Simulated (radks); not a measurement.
Task: These are the eigenvalues of the occupied orbitals of an atom or ion with whole-number occupations (eV). All-electron calculation, scalar-relativistic Kohn-Sham, PBE, spin-polarised, spherical densities, point nucleus. Program: a radial shooting solver on a logarithmic mesh with Libxc functionals.

1s up: -41820.09
1s down: -41820.08
2s up: -6729.851
2s down: -6729.841
2p up: -6021.647
2p down: -6021.640
3s up: -1454.141
3s down: -1453.418
3p up: -1229.868
3p down: -1229.148
3d up: -915.0761
3d down: -914.5172
4s up: -291.9510
4s down: -289.8879
4p up: -218.7216
4p down: -216.6301
4d up: -114.0323
4d down: -111.9013
5s up: -42.4596
5s down: -40.9569
5p up: -24.8033
5p down: -23.5556
6s up: -5.6242
4f up: -4.7402
7s up: -1.3486

Which element is it, and in what charge state? The configuration may be excited. Open shells, if any, are filled with parallel spins first.

Result: Z = 59, praseodymium, charge 0: Pr in [Xe] 4f3 6s1 7s1. The list shows which subshells hold electrons but not how many an open one holds; the 1s level, -1536.9 hartree, gives Z - s = 55.4 by -(Z - s)^2/2, which with screening and relativity narrows Z to a few neighbours, and the depths of the outer levels then fix element, charge and occupations together.
